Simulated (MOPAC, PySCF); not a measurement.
Species: SbCl2, charge 1, multiplicity 1. SMILES of the parent species: [Sb]([Cl])[Cl]
Coordinates optimised at B3LYP-D3(BJ)/def2-TZVP (Ansatz):
```
Sb
Cl 1 2.2740
Cl 1 2.2740 2 100.32
```
Charge +1, spin multiplicity 1.

Unscaled harmonic wavenumbers (cm⁻¹) in rising order, each level at the stationary point that it reaches from this structure (no distance between atoms moves by over 0.3 Å); the order of modes can differ between levels, and a negative number is imaginary. B3LYP-D3(BJ)/def2-TZVP (PySCF, at the structure above): 141, 412, 422.

AM1 (MOPAC): 147, 367, 379. Zero-point energy 1.3 against 1.4 kcal/mol.

PM3 (MOPAC): 104, 383, 388. Zero-point energy 1.3 against 1.4 kcal/mol.

PM6 (MOPAC): 114, 362, 384. Zero-point energy 1.2 against 1.4 kcal/mol.

PM7 (MOPAC): 107, 407, 419. Zero-point energy 1.3 against 1.4 kcal/mol.
